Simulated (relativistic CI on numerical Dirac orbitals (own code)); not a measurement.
**Level scheme of W IV**

Computed by Dirac-Coulomb-Breit CI, separate exchange-only KLI orbitals for each configuration, QED by a radiative potential, valence Slater integrals scaled by 0.85, P86 correlation estimate, and configurations built on the next ion tied to the tabulated ionisation energy (semi-empirical) (own radial code, finite nucleus).

Configuration list (outside the closed core [Kr] 4d10 5s2): 4f¹⁴5p⁶5d³, 4f¹⁴5p⁶5d²6s, 4f¹⁴5p⁶5d²6p, 4f¹⁴5p⁶5d²6d, 4f¹⁴5p⁶5d²7s, 4f¹⁴5p⁶5d²5f, 4f¹⁴5p⁶5d²6f, 4f¹⁴5p⁶5d6s², 4f¹⁴5p⁶5d6s6p, 4f¹⁴5p⁶5d²5g, 4f¹⁴5p⁶5d5f², 4f¹⁴5p⁶5d²7p, 4f¹⁴5p⁶5d6p², 4f¹⁴5p⁵5d⁴, 4f¹⁴5p⁶5d²7d, 4f¹⁴5p⁶5d6s7s, 4f¹⁴5p⁶5d5g², 4f¹⁴5p⁶5d5f6s, 4f¹⁴5p⁶5d²7f, 4f¹³5p⁶5d⁴, 4f¹²5p⁶5d⁵, 4f¹⁴5p⁶5d5g6s, 4f¹⁴5p⁶5d6p7s, 4f¹⁴5p⁶5d5f6p. Levels of other configurations are missing.

The lowest level is 4f¹⁴5p⁶5d³ ⁴F3/2, with 90 % of that term; Hund's rules for 4f¹⁴5p⁶5d³ give ⁴F with J = 3/2, in agreement.

```tsv
No.	Configuration	Term	J	E (cm⁻¹)	%	jj configuration (%)
1	4f¹⁴5p⁶5d³	⁴F	3/2	0.0	90	5d3/2^3 (63)
2	4f¹⁴5p⁶5d³	⁴F	5/2	2987.8	96	5d3/2^2 5d5/2 (88)
3	4f¹⁴5p⁶5d³	⁴F	7/2	5892.4	93	5d3/2 5d5/2^2 (58)
4	4f¹⁴5p⁶5d³	⁴F	9/2	8373.2	79	5d3/2 5d5/2^2 (44)
5	4f¹⁴5p⁶5d³	⁴P	3/2	10463.5	44	5d3/2^2 5d5/2 (71)
6	4f¹⁴5p⁶5d³	⁴P	1/2	11829.8	64	5d3/2^2 5d5/2 (97)
7	4f¹⁴5p⁶5d³	²G	7/2	14740.4	91	5d3/2 5d5/2^2 (58)
8	4f¹⁴5p⁶5d³	²H	9/2	15570.1	52	5d3/2^2 5d5/2 (58)
9	4f¹⁴5p⁶5d³	⁴P	5/2	16537.0	91	5d3/2 5d5/2^2 (64)
10	4f¹⁴5p⁶5d³	⁴P	3/2	17876.7	46	5d3/2 5d5/2^2 (89)
11	4f¹⁴5p⁶5d³	²P	1/2	17881.1	60	5d3/2 5d5/2^2 (95)
12	4f¹⁴5p⁶5d³	²H	11/2	21393.6	100	5d3/2 5d5/2^2 (100)
13	4f¹⁴5p⁶5d³	²D	5/2	22167.1	86	5d3/2 5d5/2^2 (60)
14	4f¹⁴5p⁶5d³	²G	9/2	22816.2	50	5d5/2^3 (66)
15	4f¹⁴5p⁶5d³	²P	3/2	24114.8	49	5d5/2^3 (81)
16	4f¹⁴5p⁶5d³	²F	5/2	28160.8	86	5d3/2 5d5/2^2 (43)
17	4f¹⁴5p⁶5d³	²F	7/2	28282.0	93	5d3/2 5d5/2^2 (80)
18	5d²(3F)6s	⁴F	3/2	40446.1	95	5d3/2^2 6s (84)
19	5d²(3F)6s	⁴F	5/2	42473.6	59	5d3/2^2 6s (40)
20	4f¹⁴5p⁶5d³	²D	5/2	42704.3	57	5d5/2^3 (32)
21	4f¹⁴5p⁶5d³	²D	3/2	42968.8	97	5d3/2 5d5/2^2 (83)
22	5d²(3F)6s	⁴F	7/2	46171.2	97	5d3/2 5d5/2 6s (90)
23	5d²(3F)6s	⁴F	9/2	50050.7	96	5d5/2^2 6s (63)
24	5d²(3P)6s	⁴P	1/2	53264.2	96	5d3/2^2 6s (59)
25	5d²(3F)6s	²F	5/2	53323.7	42	5d3/2 5d5/2 6s (58)
26	5d²(3P)6s	⁴P	3/2	55057.4	90	5d3/2 5d5/2 6s (96)
27	5d²(3P)6s	⁴P	5/2	56219.2	49	5d3/2 5d5/2 6s (93)
28	5d²(1D)6s	²D	3/2	59021.0	74	5d3/2 5d5/2 6s (55)
29	5d²(3F)6s	²F	7/2	59773.3	70	5d3/2 5d5/2 6s (73)
30	5d²(1D)6s	²D	5/2	62964.3	58	5d5/2^2 6s (93)
31	5d²(1G)6s	²G	9/2	64095.3	95	5d3/2 5d5/2 6s (62)
32	5d²(1G)6s	²G	7/2	65251.9	74	5d5/2^2 6s (66)
33	5d²(3P)6s	²P	1/2	66864.1	89	5d3/2 5d5/2 6s (71)
34	5d²(3P)6s	²P	3/2	71307.0	85	5d5/2^2 6s (63)
35	5d²(1S)6s	²S	1/2	84708.7	93	5d5/2^2 6s (81)
36	5d²(3F)6p	⁴G°	5/2	91997.8	64	5d3/2^2 6p1/2 (93)
37	4f¹⁴5p⁶5d6s²‡	²D	3/2	94672.6	93	5d3/2 (93)
38	5d²(3F)6p	⁴F°	3/2	96515.8	53	5d3/2^2 6p1/2 (81)
39	5d²(3F)6p	⁴G°	7/2	98862.1	79	5d3/2 5d5/2 6p1/2 (87)
40	5d²(3F)6p	⁴F°	5/2	100606.8	38	5d3/2 5d5/2 6p1/2 (94)
41	4f¹⁴5p⁶5d6s²‡	²D	5/2	101642.5	95	5d5/2 (95)
42	5d²(3F)6p	⁴F°	5/2	104481.6	38	5d3/2^2 6p3/2 (57)
43	5d²(3F)6p	⁴G°	9/2	104761.8	59	5d3/2 5d5/2 6p1/2 (44)
44	5d²(3P)6p	⁴D°	1/2	105048.2	68	5d3/2^2 6p1/2 (52)
45	5d²(3F)6p	²D°	3/2	105723.0	56	5d3/2^2 6p3/2 (64)
46	5d²(3F)6p	⁴F°	7/2	106062.8	48	5d5/2^2 6p1/2 (41)
47	5d²(3P)6p	⁴D°	3/2	106581.3	38	5d3/2 5d5/2 6p1/2 (55)
48	5d²(3P)6p	²S°	1/2	107477.4	47	5d3/2 5d5/2 6p1/2 (69)
49	5d²(3F)6p	²F°	7/2	108597.0	29	5d3/2^2 6p3/2 (45)
50	5d²(3F)6p	⁴D°	5/2	109118.6	58	5d3/2 5d5/2 6p1/2 (49)
51	5d²(3F)6p	⁴D°	1/2	109553.6	82	5d3/2^2 6p3/2 (48)
52	5d²(3P)6p	⁴D°	3/2	110003.7	47	5d3/2 5d5/2 6p1/2 (72)
53	5d²(3F)6p	⁴G°	9/2	110613.0	41	5d3/2 5d5/2 6p3/2 (82)
54	5d²(3F)6p	²F°	5/2	112105.2	38	5d3/2 5d5/2 6p3/2 (59)
55	5d²(3F)6p	²G°	7/2	112213.1	55	5d3/2 5d5/2 6p3/2 (74)
56	5d²(3F)6p	⁴G°	11/2	113948.3	96	5d5/2^2 6p3/2 (62)
57	5d²(3F)6p	⁴D°	3/2	114235.5	73	5d3/2 5d5/2 6p3/2 (68)
58	5d²(1D)6p	²F°	7/2	114287.1	57	5d3/2 5d5/2 6p3/2 (43)
59	5d²(3P)6p	⁴S°	3/2	115569.9	51	5d5/2^2 6p1/2 (67)
60	5d²(1G)6p	²H°	9/2	115751.8	41	5d3/2 5d5/2 6p1/2 (33)
61	5d²(1D)6p	²F°	5/2	116198.6	60	5d5/2^2 6p1/2 (52)
62	5d²(1G)6p	²G°	7/2	117064.3	56	5d3/2 5d5/2 6p3/2 (38)
63	5d²(1D)6p	²P°	1/2	118265.3	41	5d3/2 5d5/2 6p3/2 (82)
64	5d²(3P)6p	⁴D°	5/2	118728.6	50	5d3/2 5d5/2 6p3/2 (54)
65	5d²(3P)6p	⁴P°	3/2	119100.5	60	5d3/2^2 6p3/2 (38)
66	5d²(1D)6p	²D°	5/2	120355.3	36	5d3/2 5d5/2 6p3/2 (78)
67	5d²(3F)6p	²G°	9/2	120667.7	82	5d3/2 5d5/2 6p3/2 (36)
68	5d²(3P)6p	⁴D°	7/2	121349.2	54	5d3/2 5d5/2 6p3/2 (68)
69	5d²(1D)6p	²P°	3/2	121729.5	36	5d3/2 5d5/2 6p3/2 (58)
70	5d²(1D)6p	²P°	1/2	122796.1	41	5d5/2^2 6p3/2 (47)
```

Energies count from the lowest computed level; ° marks odd parity. Percentages are summed over parent terms; the parents shown are those of the largest component, closed shells are left out there. Filled j subshells are mostly left out of the jj labels. ‡ marks configurations that were not tied to measured data.

The mean weight of the leading LS term, summed over parents, in these 70 levels is 66 %, and that of the leading jj configuration (from the same eigenvectors) 67 %.

Configurations that consist of the next ion and one excited electron were tied to the tabulated ionisation energy; Rydberg ones are usually within 1,000 to 3,000 cm⁻¹ and the lowest ones within about 6,000 (9,000 in d shells), while levels on excited terms of the next ion carry the error of that term, and the other configurations can be misplaced by 10,000 cm⁻¹ or more. Rates follow the energies as ν³ (E1, M1) or ν⁵ (E2), so rates, branching and lifetimes can be off by large factors. The fine structure of a lone outer electron comes out too small, for d and f at times inverted, and misplaced configurations move strength between like terms. 42 of the 69 excited levels that our extract of the measured tables holds in this range could be paired (the sources list more); they are missed by 4827 cm⁻¹ on average and 8192 at most, and levels without a partner can miss by more. Some levels of the ground configuration have no partner and can miss by 10 % or more.

LS names give the leading component of a level, which can be under half, so a name can repeat, a term be missing and a line seem to break the LS rules.
